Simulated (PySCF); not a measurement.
# Worked example: entropy of an ideal gas

LiCl, SMILES [Li][Cl].

Geometry optimised at PBE0-D3(BJ)/def2-TZVPD.

PBE0-D3(BJ)/def2-TZVPD in PySCF gives the harmonic wavenumbers 647 cm⁻¹ and the rotational temperature 1.0242 K. The molar mass is 42.39 g/mol, the symmetry number 1, the spin multiplicity 1.

**Question.** Work out the entropy at 298.15 K and 1 atm in the rigid-rotor, harmonic-oscillator model.

**Answer.** 
Translation (Sackur–Tetrode at 1 atm): S = R[1.5 ln M + 2.5 ln T − 1.16487] = 155.5 J/(mol K).
Rotation: q = T/(σ θ) = 291, S = R[ln q + 1] = 55.5 J/(mol K).
Vibration: with u = 1.4388 ν/T, each mode gives R[u/(e^u − 1) − ln(1 − e^−u)]:
```
ν (cm⁻¹)  modes     u  S (J/(mol K))
--------  -----  ----  -------------
647           1  3.12           1.57
```
These are all the modes. Sum 1.6 J/(mol K).
Spin: R ln 1 = 0.0 J/(mol K).
Total 212.5 J/(mol K); the program's own thermochemistry gives 212.5. Translation makes up 73 % and vibration 1 %. Anharmonicity, hindered rotation and orbital degeneracy are left out.
